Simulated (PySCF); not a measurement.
A side-by-side comparison of computed properties.

First species: C3H6O2S.
Cartesian coordinates in Å at the GFN2-xTB level; atoms count from 1:
```xyz
12
C3H6O2S angstrom
C      1.978   -0.183    0.678
C      1.105    0.207   -0.221
S     -0.529    0.741    0.305
C     -1.612   -0.584   -0.309
O     -0.580    0.744    1.740
O     -0.857    1.954   -0.393
H      2.980   -0.501    0.435
H      1.693   -0.183    1.718
H      1.274    0.277   -1.281
H     -1.495   -0.648   -1.383
H     -1.322   -1.504    0.180
H     -2.632   -0.322   -0.054
```

Second species: C5H5F3O3S.
Geometry (GFN2-xTB, Å), atoms numbered from 1 in this order:
```xyz
17
C5H5F3O3S angstrom
O     -1.1811    2.1418   -0.8819
S     -0.6718    1.4335    0.2463
O      0.0471    2.1449    1.2410
O     -1.8543    0.5770    0.9214
C     -2.0992   -0.4980    0.0420
C     -0.7460   -1.1719   -0.2363
C      0.2650   -0.0471   -0.4155
C      1.5087   -0.1928    0.3666
F      1.3670   -0.6948    1.6056
C      2.7182    0.1937   -0.0322
F      3.8343    0.1171    0.6649
F      2.9445    0.6797   -1.2461
H     -2.8010   -1.1705    0.5354
H     -2.5355   -0.1063   -0.8841
H     -0.4733   -1.7786    0.6290
H     -0.8059   -1.8147   -1.1132
H      0.4762    0.1991   -1.4529
```

Levels: PBE0/pcSseg-1 for HOMO energy, LUMO energy and HOMO–LUMO gap. Geometries: GFN2-xTB. Each structure is a single optimised conformer of the isolated species, non-relativistic unless stated; the electronic structure was computed with PySCF and density fitting.

The conformers computed, where there is a choice (atom-mapped SMILES and torsion angles):
- `[CH2:1]=[CH:2][S:3]([CH3:4])(=[O:5])=[O:6]`: C1–C2–S3–C4 -111°

The conformers of `O=S1(=O)OCC[C@@H]1C(F)=C(F)F` aren't listed.

Values for the first species:

- HOMO energy: -8.37 eV
- LUMO energy: -1.16 eV
- HOMO–LUMO gap: 7.21 eV

Estimate the same properties for the second species, and the change in each.

```csv
property,first,second,second less first
HOMO energy,-8.37 eV,-7.73 eV,+0.64 eV
LUMO energy,-1.16 eV,-0.50 eV,+0.66 eV
HOMO–LUMO gap,7.21 eV,7.23 eV,+0.02 eV
```

